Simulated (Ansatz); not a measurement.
Molecule: SnF, charge 1, multiplicity 1. 
Geometry from a B3LYP-D3(BJ)/def2-TZVP (Ansatz, an electronic-structure program) optimisation:
```xyz
2

Sn     0.0000     0.0000    -0.2879
F      0.0000     0.0000     1.5994
```
Charge +1, spin multiplicity 1.

Basis-set convergence of Hartree-Fock and CCSD(T) correlation energies (hartree) with Ansatz. Valence correlation only, unless marked. No spin-orbit coupling. The frozen core is the preceding noble-gas configuration, with the filled d and f shells of earlier blocks. In def2 rows, elements after Kr have scalar-relativistic effective core potentials.

```tsv
basis	functions	E(HF)	E(corr, CCSD(T))
def2-SVP	40	-312.47496	-0.25312
def2-TZVPP	81	-312.61488	-0.32754
def2-QZVPP	139	-312.62241	-0.35509
```

Extrapolating the two largest sets (X = 3 and 4) as X^-3: E(corr) = (64·(-0.35509) - 27·(-0.32754))/37 = -0.3752 Eh, an estimate of the basis-set limit. The largest set recovers 94.6 % of it, the smallest 67.5 %.
